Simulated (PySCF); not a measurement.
Predicted microwave data (CAM-B3LYP/def2-SVPD in PySCF (dipole) on a GFN2-xTB geometry, gas phase) for one isomer of C3H12N2Si2:

| Item | Value |
| --- | --- |
| Rotational constants | A = 4624, B = 930.7, C = 877.5 MHz |
| Dipole components | \|μa\| = 0.12 D, \|μb\| = 0.22 D, \|μc\| = 0.16 D |
| Inertial defect | -76.35 u·Å² |
| κ | -0.97 |

Question: Which candidate fits, each taken in the one conformer that was computed?
A. `[CH2:1]=[CH:2][C@@H:3]([SiH3:4])[NH:5][SiH2:6][NH2:7]` with C1–C2–C3–Si4 99°, C2–C3–N5–Si6 -172°, C3–N5–Si6–N7 -173°, N5–Si6–N7–H -51° and 177°
B. `[CH2:1]=[CH:2][SiH2:3][NH:4][SiH2:5][NH:6][CH3:7]` with C1–C2–Si3–N4 15°, C2–Si3–N4–Si5 -174°, Si3–N4–Si5–N6 176°, N4–Si5–N6–C7 177°
C. `[SiH3:1][NH:2][C@H:3]1[CH2:4][NH:5][CH2:6][SiH2:7]1` with Si1–N2–C3–C4 162°, N2–C3–C4–N5 80°, C3–C4–N5–C6 52°, C4–N5–C6–Si7 -37°, N5–C6–Si7–C3 13°
D. `[CH3:1][NH:2][Si@H:3]1[CH2:4][Si@@H:5]([NH2:6])[CH2:7]1` with C1–N2–Si3–C4 -179°, C4–Si5–N6–H 161° and -65°
E. `[NH2:1][SiH:2]([NH2:3])[CH:4]1[CH2:5][SiH2:6][CH2:7]1` with H–N1–Si2–N3 -51° and 176°, N1–Si2–N3–H -174° and -40°, N1–Si2–C4–C5 176°, Si2–C4–C5–Si6 136°, C4–C5–Si6–C7 -10°, C5–Si6–C7–C4 10°, Si2–C4–C7–Si6 -136°
F. `[CH3:1][NH:2][Si@H:3]1[CH2:4][Si@H:5]([NH2:6])[CH2:7]1` with C1–N2–Si3–C4 76°, C4–Si5–N6–H -162° and 63°

Answer: F. It is CN[Si@H]1C[Si@H](N)C1, a near-prolate asymmetric top, point group C1. The candidates at the same level (rigid rotor, commonest isotopes):

```
                   SMILES  A (MHz)  B (MHz)  C (MHz)  μa (D)  μb (D)  μc (D)  Δ (u·Å²)  point group                        rotor
    CN[Si@H]1C[Si@H](N)C1     4624    930.7    877.5    0.12    0.22    0.16    -76.35           C1  near-prolate asymmetric top
  [SiH3]N[C@H]1CNC[SiH2]1     3336     1083    919.2    0.27    0.23    0.19    -68.37           C1               asymmetric top
   CN[Si@H]1C[Si@@H](N)C1     3454    979.2    952.4    0.80    1.35    0.01   -131.76           C1  near-prolate asymmetric top
     N[SiH](N)C1C[SiH2]C1     3830    949.4    809.9    0.11    0.15    0.49    -40.27           C1  near-prolate asymmetric top
C=C[C@@H]([SiH3])N[SiH2]N     2748    943.0    744.9    0.48    0.43    0.38    -41.40           C1               asymmetric top
       C=C[SiH2]N[SiH2]NC     4387    692.1    610.1    0.34    1.44    0.15    -17.03           C1  near-prolate asymmetric top
```

`N[SiH](N)C1C[SiH2]C1` has A 17 % too low; `CN[Si@H]1C[Si@@H](N)C1` has A 25 % too low; `C=C[SiH2]N[SiH2]NC` has C 30 % too low; `[SiH3]N[C@H]1CNC[SiH2]1` has A 28 % too low; `C=C[C@@H]([SiH3])N[SiH2]N` has A 41 % too low. No structure here is proved a minimum.
